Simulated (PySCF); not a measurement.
Correlation energy of Ne⁺ (neon, charge +1)

[He] 2s2 2p5, 2P determinant. All numbers are calculated (PySCF 2.14, the spin-free X2C one-electron Hamiltonian (Gaussian nucleus), in aug-cc-pVDZ-DK). Frozen: 1s2; 7 electrons correlated.

MP2 pair energies summed by pair of shells (mhartree):

```json
{"pair": "2p-2p", "energy": "-92.68", "share (%)": "65.2"}
{"pair": "2s-2p", "energy": "-42.06", "share (%)": "29.6"}
{"pair": "2s-2s", "energy": "-7.49", "share (%)": "5.3"}
```

Total MP2 correlation energy: -142.24 mhartree.

Same-spin part -35.66 and opposite-spin part -106.58 mhartree; SCS-MP2 scales them by 1/3 and 6/5 to -139.78 mhartree.

```csv
level,correlation energy (mhartree)
CCSD,-153.63
(T),-1.65
CCSD(T),-155.28
```

Diagnostics: T1 = 0.0053, D1 = 0.0085, largest double amplitude 0.031.

Task: Is a single reference adequate?

Result: Yes: T1 lies below 0.03 and no double amplitude reaches 0.07.
